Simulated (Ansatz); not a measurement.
Gas-phase electronic energies from Ansatz, PBE0-D4/def2-TZVP geometries. CCSD(T)/CBS is the MP2 limit (def2-TZVPP, def2-QZVPP) plus CCSD(T) − MP2 in def2-TZVPP, frozen cores. This one scheme is used for every species. Functionals use def2-TZVPP. For Ga outer-core shells are correlated without core-valence functions, which leaves a few kJ/mol of doubt a bond. Scalar relativity is left out up to krypton. Each species was taken in one conformer, which may not be the lowest.

`[BH2][GaH2]` + `N[SiH3]` → `B[SiH2]N` + `[GaH3]`  (formal exchange of groups at a B–Ga bond)

| level | ΔE (kJ/mol) |
| --- | --- |
| LDA (SPW92) | 11.4 |
| PBE0-D4 | 10.0 |
| ωB97M-V | 11.8 |
| CCSD/def2-TZVPP | 13.4 |

Question: What does CCSD(T)/CBS give? (Estimate.)

Answer: Ansatz gave: +15.8 kJ/mol. The listed levels differ from it by -4.4, -5.8, -4.0, -2.4 kJ/mol.

Largest T1 diagnostic among the species: 0.014.

At CCSD(T), def2-SVP lies −5.9 kJ/mol from the extrapolated value and def2-TZVPP −2.4 kJ/mol. In def2-TZVPP, CCSD(T) changes the Hartree–Fock value by +3.7 kJ/mol (the triples alone add +0.0 kJ/mol) and MP2 by +5.0 kJ/mol.
